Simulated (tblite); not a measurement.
Parent: `[CH2:1]=[C:2]([F:3])[Si@@H:4]1[CH2:5][C@@H:6]1[N:7]([CH3:8])[CH3:9]` with C1–C2–Si4–C5 36°, C5–C6–N7–C8 75°, C6H12FNSi.

The geometries are computed with GFN2-xTB (gas phase). One conformer each, not checked by frequencies here.

```
coordinate of the parent    value
                   C1=C2  1.323 Å
                   C2–F3  1.363 Å
                  C2–Si4  1.879 Å
                  Si4–C5  1.884 Å
                   C5–C6  1.533 Å
                   C6–N7  1.435 Å
                   N7–C8  1.451 Å
                   N7–C9  1.448 Å
                  Si4–C6  1.894 Å
                C1–C2–F3   118.8°
               C1–C2–Si4   127.9°
               F3–C2–Si4   113.4°
               C2–Si4–C5   116.6°
               C2–Si4–C6   116.5°
               C5–Si4–C6    47.9°
               Si4–C5–C6    66.4°
                C5–C6–N7   115.8°
               Si4–C6–C5    65.7°
               Si4–C6–N7   118.7°
                C6–N7–C8   111.7°
                C6–N7–C9   111.6°
                C8–N7–C9   111.5°
```

Problem. How does the shared frame change in `[CH3:1][C@@H:2]([F:3])[Si@H:4]1[CH2:5][C@@H:6]1[N:7]([CH3:8])[CH3:9]` with C1–C2–Si4–C5 83°, C5–C6–N7–C8 79°, C6H14FNSi? Atoms pair as C1 = C1, C2 = C2, F3 = F3, Si4 = Si4, C5 = C5, C6 = C6, N7 = N7, C8 = C8, C9 = C9 (parent first).

Solution. 
```csv
parent,relative,value in the relative,change
C1=C2,C1–C2,1.519 Å,+0.196
C2–F3,C2–F3,1.396 Å,+0.033
C2–Si4,C2–Si4,1.916 Å,+0.037
Si4–C5,Si4–C5,1.881 Å,-0.003
C5–C6,C5–C6,1.540 Å,+0.007
C6–N7,C6–N7,1.434 Å,-0.001
N7–C8,N7–C8,1.450 Å,-0.001
N7–C9,N7–C9,1.447 Å,-0.001
Si4–C6,Si4–C6,1.889 Å,-0.005
C1–C2–F3,C1–C2–F3,108.2°,-10.6
C1–C2–Si4,C1–C2–Si4,113.6°,-14.3
F3–C2–Si4,F3–C2–Si4,107.8°,-5.6
C2–Si4–C5,C2–Si4–C5,118.1°,+1.5
C2–Si4–C6,C2–Si4–C6,119.3°,+2.8
C5–Si4–C6,C5–Si4–C6,48.2°,+0.3
Si4–C5–C6,Si4–C5–C6,66.1°,-0.3
C5–C6–N7,C5–C6–N7,115.4°,-0.4
Si4–C6–C5,Si4–C6–C5,65.6°,-0.1
Si4–C6–N7,Si4–C6–N7,118.1°,-0.6
C6–N7–C8,C6–N7–C8,111.5°,-0.2
C6–N7–C9,C6–N7–C9,111.9°,+0.3
C8–N7–C9,C8–N7–C9,111.5°,0.0
```

Of the parent's bonds, C1–C2 changes most (+0.196 Å). Point group C1 → C1.
